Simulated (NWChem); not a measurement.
Species: N$_{2}$H$_{3}$, doublet; SMILES [NH]N

Program: NWChem. Pople sets run with spherical d functions. Spin-unrestricted. Geometry: optimised at PBE0-D3(BJ)/def2-TZVP, spin-unrestricted. No stability test was run on the SCF state. Level: PBE0/6-31G* with SMD (1 M gas to 1 M solution), gas-phase geometry. Reactions with the solvent are ignored.

Task: Among these, which solvent gives the lowest value of “dipole in solution (D)”?
A) chlorobenzene
B) N,N-dimethylformamide
C) 1-octanol
D) benzene

Result: D, benzene. Values: benzene 3.02; chlorobenzene 3.21; 1-octanol 3.27; N,N-dimethylformamide 3.32
